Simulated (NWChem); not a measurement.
System: SOF, doublet; SMILES O=[S]F

NWChem input:

```
start job
memory heap 200 mb stack 700 mb global 900 mb
geometry units angstroms
  O     -0.565351     1.224477     0.000000
  S      0.456219     0.131914     0.000000
  F     -0.309805    -1.347898     0.000000
end
basis spherical
  * library 3-21g
end
dft
  odft
  mult 2
  xc xpbe96 cpbe96
  iterations 150
end
driver
  maxiter 120
end
task dft optimize
task dft freq
```

In the optimisation the excess spin sits in a" (Cs, its own frame). No stability test was run on the SCF state.

The level has its own optimisation; frequencies are unscaled.

Task: Predict the main results of this run. (PBE/3-21G, spin-unrestricted.) Quantities: basis functions; r O–S (Å); r F–S (Å); highest harmonic frequency (cm⁻¹); lowest (cm⁻¹); zero-point energy (kcal/mol); dipole (D).

Result: 
```json
{
 "number_of_basis_functions": "31",
 "r O–S (Å)": "1.616",
 "r F–S (Å)": "1.753",
 "highest harmonic frequency (cm⁻¹)": "965",
 "lowest (cm⁻¹)": "315",
 "zero-point energy (kcal/mol)": "2.8",
 "dipole (D)": "1.61"
}
```
